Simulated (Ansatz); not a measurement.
Consider the ligand exchange at a Zn–N bond: `[NH2][Zn][N]([SiH3])[SiH3]` + `OCF` → `[NH2][Zn][O]CF` + `[SiH3]N[SiH3]`.

Computed with Ansatz on PBE0-D4/def2-TZVP structures; ΔE is electronic, products minus reactants. CBS: MP2 limit from def2 TZ/QZ plus the TZ coupled-cluster correction, frozen cores. This one scheme is used for every species. For Zn outer-core shells are correlated without core-valence functions, which leaves a few kJ/mol of doubt a bond. Scalar relativity is left out up to krypton. Each species was taken in one conformer, which may not be the lowest.

```json
{"level": "MP2/def2-SVP", "ΔE (kJ/mol)": "-9.7"}
{"level": "MP2/CBS(def2)", "ΔE (kJ/mol)": "-5.6"}
```

Task: What does CCSD(T)/CBS give? (Estimate.)

Result: The calculation gave: -9.9 kJ/mol. The listed levels differ from it by 0.2, 4.3 kJ/mol.

Largest T1 diagnostic among the species: 0.015.

The D4 term adds +6.3 kJ/mol with B3LYP and +3.7 kJ/mol with PBE0; it sums over pairs of atoms, weighted by their polarisabilities, and B3LYP, whose exchange is more repulsive, gets the larger term. Leaving LDA and LC-ωPBE aside and taking each functional with its dispersion term where it has one, the values, not all of them listed here, spread over 9.0 kJ/mol, from B97M-V to HSE06-D4. LDA lies +4.8 kJ/mol from PBE without D4. In def2-TZVPP, CCSD(T) changes the Hartree–Fock value by +16.0 kJ/mol (the triples alone add +2.5 kJ/mol) and MP2 by +20.3 kJ/mol.

CCSD(T)/CBS has its own doubt, a few kJ/mol and more with outer-core shells, so smaller differences from it don't rank the levels.

B3LYP here is the variant with VWN-RPA as its local correlation; programs differ in this.
